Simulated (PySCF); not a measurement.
# [Ho(SH)2]+ at several levels of theory

Computed with PySCF 2.14.0 (density fitting, no spin-orbit coupling) at the geometry relaxed with PBE0:

```xyz
5
[Ho(SH)2]+ (singlet in the valence; each metal's 4f electrons, 10 of them, lie in its core potential, out of spins and levels)
Ho    0.0000    0.0000   -0.7458
S     1.8670   -0.0972    0.8596
H     2.8586   -0.2229   -0.0614
S    -1.8670    0.0972    0.8596
H    -2.8586    0.2229   -0.0614
```

| level | basis | state | HOMO (eV) | gap (eV) | charge on Ho1 (e) | population of f-type functions on Ho1 (polarisation alone where 4f lies in the core) | dipole about the centre of mass (D) | largest force component (eV/Å) |
| --- | --- | --- | --- | --- | --- | --- | --- | --- |
| PBE0 | Ho lcecp-1-SVP with ECP56, S def2-SVP, H def2-SVP | singlet | -12.17 | 4.59 | 1.08 | 0.03 | 7.33 | 0.01 |
| TPSS | the same | singlet | -11.16 | 3.09 | 1.07 | 0.02 | 7.01 | 0.40 |
| PBE0 | Ho lcecp-1-TZVP with ECP56, S def2-TZVP, H def2-TZVP | singlet | -12.10 | 4.61 | 1.38 | 0.03 | 6.98 | 0.19 |

In the lcecp rows the 4f levels are missing from HOMO and gap, and the state counts the valence alone.

Charges are Mulliken's, which hang on the basis. The relaxation used the grid (50, 194), these runs (75, 302) or, all-electron (x2c bases, spin-free X2C Hamiltonian), (99, 590).

**Question.** What does CAM-B3LYP with Ho lcecp-1-SVP with ECP56, S def2-SVP, H def2-SVP give here?

**Answer.** state singlet, HOMO (eV) -13.34, gap (eV) 6.47, charge on Ho1 (e) 1.05, population of f-type functions on Ho1 (polarisation alone where 4f lies in the core) 0.03, dipole about the centre of mass (D) 7.51, largest force component (eV/Å) 0.11. Time: 3.3 s on 2 threads of AMD EPYC 9R14 (Zen 4), on a shared host, from an already converged density.

In the first row's basis the gap widens with exact exchange: 3.1 eV for TPSS (none); 4.6 eV for PBE0 (a fixed share); 6.5 eV for CAM-B3LYP (rising or full at long range).

An lcecp potential fixes the number of 4f electrons, so in runs with it no electron can move into or out of that shell.
